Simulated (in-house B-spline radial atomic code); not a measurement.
# RPA and G0W0 on LC-wPBE: Mn

Configuration [Ar] 3d5 4s2, highest spin, mean-field start LC-wPBE. Computed with an all-electron radial atomic-structure program (B-spline basis): all electrons, scalar-relativistic (spin-free one-electron X2C), finite nucleus, each spin shell either full or empty, empty states to l = 9 with an (l + 1/2)⁻⁴ tail; G0W0 by contour deformation at full frequency.

Command:
```bash
python run_gw.py task.json out
```
Settings (radii: box in bohr, nucleus in fm):
```
Z                        25
electrons                25
configuration            [Ar] 3d5 4s2
hamiltonian              x2c
method                   lc_wpbe
lmax                     9
rms_radius               3.7057
spin_polarised           True
box_radius               40
intervals                73
ion_configuration        [Ar] 3d5 4s1
```

Time taken, with all properties: 12 s on 1 thread of Arm Neoverse N1, on a shared host.

Energies (hartree):

```json
{"term": "mean-field total", "value": "-1158.38296"}
{"term": "Hartree-Fock functional on these orbitals", "value": "-1157.38432"}
{"term": "direct second order", "value": "-1.8601"}
{"term": "second-order exchange", "value": "0.60682"}
{"term": "SOSEX correction", "value": "0.54974"}
```

Question: What is the RPA correlation energy, and what remains with SOSEX?

Answer: RPA gives -1.5999 hartree (-1.74 eV per electron); RPA + SOSEX gives -1.0502, and the second-order doubles -1.2533 hartree (no singles). SOSEX takes back 34 % of the RPA value.

Quasi-particle levels (eV):

```
  level  occupied  mean field  Σx - vxc     Σc  QP weight    G0W0
4s down       yes      -7.076      0.90      ?          ?       ?
  4s up       yes      -8.289      0.70  -1.12      0.938  -8.701
```

G0W0 = mean field + (Σx - vxc) + Σc, with Σc (partial-wave tail included) taken at the quasi-particle energy. Only the outer levels were computed. Levels of low weight are left out.

Question: Where does G0W0 put 4s down?

Answer: At -7.435 eV, with Σc = -1.26 eV and a quasi-particle weight of 0.944. The tabulated removal energy is 7.434 eV (NIST, measured); the calculation leaves out spin-orbit coupling, Breit and QED terms, and what these don't explain is the method's own error.

Question: What does it cost to remove one electron (to [Ar] 3d5 4s1) by differences of total energies, each species on its own start (correlation terms add to the Hartree-Fock functional)?

Answer: LC-wPBE 6.978 eV, Hartree-Fock functional 5.929 eV, + RPA 7.222 eV, + RPA + SOSEX 6.978 eV, + second order 7.463 eV. Tabulated: 7.434 eV (NIST, measured); the calculation leaves out spin-orbit coupling, Breit and QED terms, and what these don't explain is the method's own error.
